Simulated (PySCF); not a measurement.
Molecule: SMILES CS[SiH2]O[SiH3], CH8OSSi2.

Geometry:
| atom | x (Å) | y (Å) | z (Å) |
| --- | --- | --- | --- |
| C1 | -2.090 | -0.614 | 0.390 |
| S2 | -1.120 | -1.084 | -1.082 |
| Si3 | 0.030 | 0.689 | -1.370 |
| O4 | 1.148 | 0.891 | -0.159 |
| Si5 | 2.061 | -0.099 | 0.820 |
| H6 | -1.440 | -0.415 | 1.253 |
| H7 | -2.721 | 0.262 | 0.186 |
| H8 | -2.737 | -1.469 | 0.626 |
| H9 | 0.700 | 0.496 | -2.685 |
| H10 | -0.843 | 1.895 | -1.359 |
| H11 | 1.187 | -0.782 | 1.821 |
| H12 | 2.781 | -1.130 | 0.014 |
| H13 | 3.048 | 0.758 | 1.533 |

Geometry PBE0-D3(BJ)/def2-SVP throughout; GIAO in PySCF 2.14.0 with density-fitted response routines, gas phase, one conformer, non-relativistic; equivalent atoms averaged; basis pcSseg-1.

Q: How do the absolute shieldings σ depend on the functional? (ppm; last column core-seconds on shared hosts with different chips, so compare them loosely; the GGAs took longer than the global hybrids here, which isn't the general rule, and the cause wasn't traced)

A: 
| functional | kind | C1 | S2 | Si3 | Si5 | O4 | H9/H10 | H11/H12/H13 | H6/H7/H8 | core-s |
| --- | --- | --- | --- | --- | --- | --- | --- | --- | --- | --- |
| HF | Hartree–Fock | 178.9 | 703.4 | 410.5 | 436.6 | 324.1 | 27.01 | 27.24 | 29.62 | 12 |
| LDA | LDA | 166.2 | 580.7 | 320.4 | 352.5 | 296.4 | 25.01 | 25.40 | 28.63 | 23 |
| PBE | GGA | 164.5 | 592.4 | 343.7 | 373.2 | 294.8 | 25.64 | 26.02 | 29.01 | 29 |
| BLYP | GGA | 159.0 | 570.4 | 337.3 | 368.9 | 290.0 | 25.96 | 26.33 | 29.16 | 30 |
| BP86 | GGA | 164.0 | 591.5 | 343.2 | 372.2 | 294.1 | 25.73 | 26.12 | 29.07 | 30 |
| OPBE | GGA | 169.3 | 623.5 | 369.2 | 394.2 | 301.6 | 25.77 | 26.14 | 29.07 | 31 |
| KT2 | GGA | 167.8 | 610.1 | 368.9 | 396.6 | 296.5 | 25.67 | 26.06 | 28.98 | 30 |
| KT3 | GGA | 166.1 | 611.7 | 378.1 | 404.9 | 297.4 | 26.05 | 26.42 | 29.14 | 30 |
| B97-D | GGA | 162.6 | 596.4 | 360.5 | 388.8 | 296.6 | 26.11 | 26.47 | 29.20 | 30 |
| B3LYP | global hybrid | 164.0 | 602.2 | 350.4 | 381.1 | 299.7 | 26.17 | 26.50 | 29.23 | 23 |
| PBE0 | global hybrid | 169.9 | 630.2 | 360.5 | 388.9 | 305.9 | 25.96 | 26.30 | 29.13 | 12 |
| mPW1PW91 | global hybrid | 168.9 | 628.1 | 359.6 | 387.7 | 305.2 | 26.06 | 26.40 | 29.18 | 11 |
| WP04 | global hybrid | 154.6 | 578.3 | 356.3 | 383.8 | 295.7 | 27.01 | 27.38 | 29.49 | 12 |
| B97-2 | global hybrid | 168.4 | 629.5 | 368.5 | 395.9 | 305.5 | 26.19 | 26.52 | 29.22 | 11 |
| BHandHLYP | global hybrid | 170.2 | 642.2 | 371.4 | 400.6 | 310.7 | 26.48 | 26.77 | 29.34 | 11 |
| CAM-B3LYP | range-separated hybrid | 169.0 | 622.1 | 353.5 | 384.3 | 307.5 | 26.18 | 26.47 | 29.25 | 17 |
| wB97X-D | range-separated hybrid | 170.6 | 636.5 | 361.4 | 389.7 | 308.1 | 26.18 | 26.50 | 29.29 | 16 |
| LC-wPBE | range-separated hybrid | 176.6 | 659.2 | 364.0 | 391.4 | 318.7 | 26.23 | 26.50 | 29.33 | 23 |

Q: Which nucleus moves most, in ppm?

A: S2 (sulfur bonded to C, Si): from 570.4 ppm with BLYP to 703.4 ppm with HF. The smallest spread is 0.99 ppm, at H6/H7/H8. Proton shifts span only some 12 ppm, so a few tenths of a ppm matter as much there as several ppm in carbon.
